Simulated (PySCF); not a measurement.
bromine atom (Br), doublet.

Input for PySCF:
```python
from pyscf import gto, scf, dft

mol = gto.M(
    atom='''
Br    0.000000    0.000000    0.000000
''',
    basis='cc-pvdz',
    charge=0,
    spin=1,
    verbose=5,
)

mf = dft.UKS(mol)
mf.xc = 'hse06'
mf.kernel()
```

Question: What does this run give for the number of basis functions, <S^2>, HOMO energy, dipole moment, total energy?

Answer: 
```json
{
  "number_of_basis_functions": "27",
  "<S^2>": "0.752",
  "HOMO energy": "-8.17 eV",
  "dipole_moment": "0.00 D",
  "total_energy": "-2573.766304 Ha"
}
```

These values belong to the state on which the SCF converged, which isn't shown to be the lowest.
